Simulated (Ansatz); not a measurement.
Ansatz (an electronic-structure program) input (PBE0/def2-TZVPD):

Ansatz 0.2 input:
```yaml
crystal:
  periodic: [false, false, false]
  atoms:
    - {symbol: Cl, position_ang: [-1.42585359, 1.90757646, -0.07247010]}
    - {symbol: Al, position_ang: [-0.51905721, 0.03859956, -0.01687746]}
    - {symbol: Cl, position_ang: [-1.69372939, -1.67558948, -0.02896505]}
    - {symbol: Br, position_ang: [1.70801870, -0.12701637, 0.05553727]}
basis:
  gaussian:
    orbitals: def2-TZVPD
hamiltonian:
  xc: {name: PBE0}
total_charge: 1
magnetization: {spin_polarized: true, initial_magnetization: 1}
```

End of the output:

```
integrals: 0.16 GiB planned
1382 factors; their error is unknown
0.28 GiB of the device are held for the grids
1.33 GiB of device memory are held for the factors and their scratch space
mean field: 1.06 GiB planned
mean field evaluation 1: about -101661.1189 eV, gradient 2.5e1 eV
mean field evaluation 2: about -101653.6202 eV, gradient 4.3e1 eV
mean field evaluation 4: about -101664.3910 eV, gradient 4.8e0 eV
mean field evaluation 8: about -101664.5295 eV, gradient 1.7e-1 eV
mean field evaluation 16: about -101664.9127 eV, gradient 1.3e-3 eV
mean field evaluation 32: about -101664.7633 eV, gradient 1.5e0 eV
mean field -101664.91271055 eV, -3736.1166311597 hartree, gradient 8.2e-6 eV, S^2 0.755664; 3 other end points of the search recorded, 0 dependent functions left out
reference -101664.91275154 eV, -3736.1166326663 hartree; 41, 40 occupied and 151, 152 virtual orbitals, 1382 factors
Total energy: -101664.91275154 eV, -3736.1166326663 hartree
```

This state (charge 1, doublet) is run at the relaxed geometry of the species with charge 0 and multiplicity 1.
